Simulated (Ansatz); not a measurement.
A search over several starts for the lowest SCF solution of the cluster NbS3⁻ at the given spin, in a small basis.

```yaml
crystal:
  periodic: [false, false, false]
  atoms:
    - {symbol: Nb, position_ang: [-0.266216, -0.754653, 0.303870]}
    - {symbol: S, position_ang: [1.034563, -0.439235, 2.078568]}
    - {symbol: S, position_ang: [-1.365894, 1.192538, -0.575058]}
    - {symbol: S, position_ang: [0.597547, 0.001349, -1.807379]}
basis:
  gaussian: {orbitals: def2-SVP, initial_orbitals: start.molden}
total_charge: -1
magnetization: {spin_polarized: true, initial_magnetization: 4}
hamiltonian: {xc: pbe0, dispersion: d4}
output: {orbitals: {seedname: orbitals}}
```

The file start.molden holds the orbitals of an earlier run on this structure, at another level or in another basis.

```sh
$ ansatz run in.yaml --threads 4 --pin off --events-out ev --progress --plain --max-ram 3916MiB
```

Shortened log:

```
Functional definition: PBE0
804 factors; integrals over basis functions are off by at most 6.8e-4 eV
mean field evaluation 1: about -34036.7213 eV, gradient 6.0e0 eV
mean field evaluation 2: about -34036.9145 eV, gradient 2.7e-1 eV
mean field evaluation 4: about -34036.9239 eV, gradient 3.9e-2 eV
mean field evaluation 8: about -34036.9240 eV, gradient 1.2e-5 eV
mean field evaluation 16: about -34036.9201 eV, gradient 3.1e-1 eV
mean field evaluation 32: about -34036.9240 eV, gradient 5.5e-5 eV
mean field -34036.92396215 eV, -1250.8338845532 hartree, gradient 1.2e-5 eV, S^2 6.020221; 7 other end points of the search recorded, 0 dependent functions left out
reference -34036.92400105 eV, -1250.8338859830 hartree; 33, 29 occupied and 52, 56 virtual orbitals, 804 factors
Total energy: -34037.10065697 eV, -1250.8403779683 hartree
```

Run time 5 s (4 threads of Arm Neoverse V2 on a shared host).

In the def2 sets Nb takes a core potential; there is no spin–orbit coupling. At PBE0-D4/def2-TZVPD a singlet of charge -1 lies 3.42 eV below the quintet, each at its own geometry. The structure comes from a short search, and lower isomers may exist.
